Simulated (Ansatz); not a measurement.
Basis-set extrapolation for CH$_{6}$BNSi (PBE0-D4/def2-TZVP geometry, frozen core, Ansatz 0.2.0). Multiplicity 1, RHF reference.

```csv
,def2-TZVPP,def2-QZVPP
HF,-409.444877,-409.459338
MP2 correlation,-0.600615,-0.640573
CCSD(T) correlation,-0.672213,not run
```

Energies in hartree. Use E(X) = E(∞) + A·exp(−7.88·√X) for Hartree–Fock and E(X) = E(∞) + B·X^(−2.97) for correlation, with X = 3 and 4, and add CCSD(T) minus MP2 of the smaller set to the MP2 limit.

Task: What is the CCSD(T) energy at the basis-set limit?

Result: HF limit: -409.459338 + (-0.014461) × 0.13774 = -409.46133. MP2 limit: -0.640573 + (-0.039958) × 0.74074 = -0.67017. Higher-order term: -0.672213 − (-0.600615) = -0.07160. Total: -410.20310 hartree, 225.8 kJ/mol below CCSD(T)/def2-TZVPP.
